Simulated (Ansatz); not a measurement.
`[OH][Zr]([Cl])([Cl])[Cl]` + H–F → `[F][Zr]([Cl])([Cl])[Cl]` + H₂O at 500 K and 1 bar (ligand exchange at a Zr–O bond).

Computed with Ansatz on PBE0-D4/def2-TZVP structures; ΔE is electronic, products minus reactants. CCSD(T)/CBS is the MP2 limit (def2-TZVPP, def2-QZVPP) plus CCSD(T) − MP2 in def2-TZVPP, frozen cores. This one scheme is used for every species. Elements past krypton have def2 core potentials. For Zr outer-core shells are correlated without core-valence functions, which leaves a few kJ/mol of doubt a bond. One conformer a species, not always the lowest.

| species | CCSD(T)/CBS energy (Eh) | H − E (kJ/mol) | S (J/(mol·K)) |
| --- | --- | --- | --- |
| `[OH][Zr]([Cl])([Cl])[Cl]` | -1502.40323 | 89.7 | 442.9 |
| H–F | -100.39570 | 39.4 | 188.7 |
| `[F][Zr]([Cl])([Cl])[Cl]` | -1526.43176 | 57.0 | 419.9 |
| H₂O | -76.37941 | 73.2 | 206.3 |

H − E and S are ideal-gas, rigid-rotor, harmonic terms from PBE0-D4/def2-TZVP, for one conformer and one mirror image of each species. 1 Eh = 2625.50 kJ/mol, R = 8.31446 J/(mol·K).

Problem. By hand: ΔE, ΔH, ΔS and ΔG.

Solution. ΔE = (-1526.43176) + (-76.37941) − (-1502.40323) − (-100.39570) = -0.01224 Eh = -32.1 kJ/mol. Δ(H − E) = 57.0 + 73.2 − 89.7 − 39.4 = 1.1, so ΔH = -31.0 kJ/mol. ΔS = 419.9 + 206.3 − 442.9 − 188.7 = -5.4 J/(mol·K). ΔG = -31.0 − 500 × (-5.4)/1000 = -28.3 kJ/mol.

Problem. By hand: the equilibrium constant, and the temperature at which ΔG would vanish if ΔH and ΔS stayed fixed.

Solution. log₁₀ K = −ΔG/(RT ln 10) = 3.0. ΔG = 0 at ΔH/ΔS = 5741 K, far beyond where these terms or the molecules hold.

The number of gas molecules stays the same, so ΔS is small and ΔH decides. A doubt of 5 kJ/mol in ΔE shifts log₁₀ K by 0.5 here. Other conformers and mirror images would add mixing entropy, several J/(mol·K) or more a flexible species. These are equilibria of isolated gas molecules and say nothing of rates. Largest T1 diagnostic: 0.016 (customary marks: 0.02 for closed shells, 0.045 for open ones).
